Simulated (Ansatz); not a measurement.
`CB(Cl)[SeH]` + H₂ → `ClB[SeH]` + CH₄ at 298.15 K and 1 bar (hydrogenolysis of a B–C bond).

Program: Ansatz. Geometries: PBE0-D4/def2-TZVP. ΔE: electronic, gas phase. CCSD(T)/CBS is the MP2 limit (def2-TZVPP, def2-QZVPP) plus CCSD(T) − MP2 in def2-TZVPP, frozen cores. This one scheme is used for every species. For Se outer-core shells are correlated without core-valence functions, which leaves a few kJ/mol of doubt a bond. Scalar relativity is left out up to krypton. One conformer a species, not always the lowest.

```
      species  CCSD(T)/CBS energy (Eh)  H − E (kJ/mol)  S (J/(mol·K))
`CB(Cl)[SeH]`              -2925.81492           150.6          334.6
           H₂                 -1.17544            35.1          130.4
   `ClB[SeH]`              -2886.53463            71.9          292.7
          CH₄                -40.46206           127.4          186.2
```

H − E and S are ideal-gas, rigid-rotor, harmonic terms from PBE0-D4/def2-TZVP, for one conformer and one mirror image of each species. The MP2-based limit puts H₂ 0.8 mEh under its directly extrapolated value; such offsets cancel only in part. 1 Eh = 2625.50 kJ/mol, R = 8.31446 J/(mol·K).

Q: By hand: ΔE, ΔH, ΔS and ΔG.

A: ΔE = (-2886.53463) + (-40.46206) − (-2925.81492) − (-1.17544) = -0.00633 Eh = -16.6 kJ/mol. Δ(H − E) = 71.9 + 127.4 − 150.6 − 35.1 = 13.6, so ΔH = -3.0 kJ/mol. ΔS = 292.7 + 186.2 − 334.6 − 130.4 = 13.9 J/(mol·K). ΔG = -3.0 − 298.15 × (13.9)/1000 = -7.1 kJ/mol.

Q: By hand: the equilibrium constant, and the temperature at which ΔG would vanish if ΔH and ΔS stayed fixed.

A: log₁₀ K = −ΔG/(RT ln 10) = 1.2. ΔH and −TΔS have one sign here, so there is no such temperature.

TΔS isn't small against ΔH here. A doubt of 5 kJ/mol in ΔE shifts log₁₀ K by 0.9 here. Other conformers and mirror images would add mixing entropy, several J/(mol·K) or more a flexible species. These are equilibria of isolated gas molecules and say nothing of rates. Largest T1 diagnostic: 0.012 (customary marks: 0.02 for closed shells, 0.045 for open ones).
